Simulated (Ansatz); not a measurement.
C2H5F2GaO (`CC[O][Ga]([F])[F]`) at its PBE0-D4/def2-TZVP geometry, where that method's forces vanish. The species carries charge 0 and has multiplicity 1.

```xyz
11

C    -1.2717    0.5221   -0.1779
C    -0.2727    0.3554    0.9427
O     1.0717    0.4136    0.4869
Ga    1.7266   -0.7733   -0.6261
F     0.8503   -2.1940   -1.1195
F     3.3244   -0.5967   -1.2667
H    -2.2913    0.5381    0.2156
H    -1.2071   -0.3095   -0.8873
H    -1.0964    1.4579   -0.7132
H    -0.3756    1.1693    1.6667
H    -0.4582   -0.5829    1.4789
```

What forces (eV/Å) does ωB97M-V/def2-TZVPP give on these atoms in Ansatz? (An estimate is asked.)

Ansatz gave: 
```
C1  -0.134  0.019 -0.155
C2  -0.166  0.009  0.315
O3   0.181  0.019 -0.077
Ga4 -0.019  0.033  0.033
F5  -0.056 -0.065 -0.019
F6   0.092  0.010 -0.039
H7   0.082 -0.002 -0.029
H8   0.006  0.054  0.045
H9  -0.004 -0.069  0.042
H10 -0.007 -0.083 -0.064
H11  0.024  0.074 -0.052
```
